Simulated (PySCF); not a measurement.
Compound: C5H9BF2O.
Atom-mapped SMILES: `[F:1][CH:2]([F:3])[O:4][B:5]1[CH2:6][CH2:7][CH2:8][CH2:9]1` (hydrogens: H10 on C2; H11, H12 on C6; H13, H14 on C7; H15, H16 on C8; H17, H18 on C9)

Geometry (PBE0-D3(BJ)/def2-SVP, Å), atoms numbered from 1 in this order:
```xyz
18
C5H9BF2O angstrom
F      2.8089    0.4024    1.1682
C      2.7750   -0.0940   -0.0820
F      3.8824   -0.8107   -0.2681
O      1.7055   -0.9236   -0.2208
B      0.4224   -0.4452   -0.2075
C     -0.8398   -1.3684   -0.3501
C     -1.9959   -0.4157   -0.0080
C     -1.5287    0.9750   -0.4572
C     -0.0445    1.0555   -0.0684
H      2.7621    0.7505   -0.7933
H     -0.8170   -2.3049    0.2276
H     -0.8906   -1.6698   -1.4156
H     -2.1519   -0.4092    1.0852
H     -2.9582   -0.7036   -0.4596
H     -2.1411    1.7865   -0.0333
H     -1.6221    1.0524   -1.5550
H      0.0598    1.3112    1.0050
H      0.5329    1.8203   -0.6122
```

The closed-shell ground state was solved at several levels (PySCF, density fitting, gas phase, non-relativistic).

```
              level  basis functions  total energy (Eh)  HOMO (eV)  LUMO (eV)  gap (eV)  dipole (D)
 CAM-B3LYP/pcSseg-1              198          -495.5382      -9.74       1.00     10.74        2.23
CAM-B3LYP/def2-SVPD              261          -495.2428      -9.77       0.79     10.56        2.40
```

Problem. What might PBE0/pcSseg-1 (198 basis functions) give for the same quantities?

Solution. Total energy -495.1920 Eh, HOMO -8.32 eV, LUMO -0.15 eV, gap 8.17 eV, dipole 2.21 D.

Problem. Over all these levels, which gives the widest orbital gap and which the narrowest?

Solution. CAM-B3LYP/pcSseg-1 (range-separated hybrid) has the widest, 10.74 eV, and PBE0/pcSseg-1 (global hybrid, 25 % exact exchange) the narrowest, 8.17 eV. The two share the basis. From the narrowest to the widest the HOMO moves by -1.42 eV and the LUMO by +1.15 eV.

Problem. How far do the dipole and the HOMO energy spread over the levels?

Solution. The dipole runs from 2.21 to 2.40 D (mean 2.28 D) and the HOMO from -9.77 to -8.32 eV.

One conformer stands for the species.
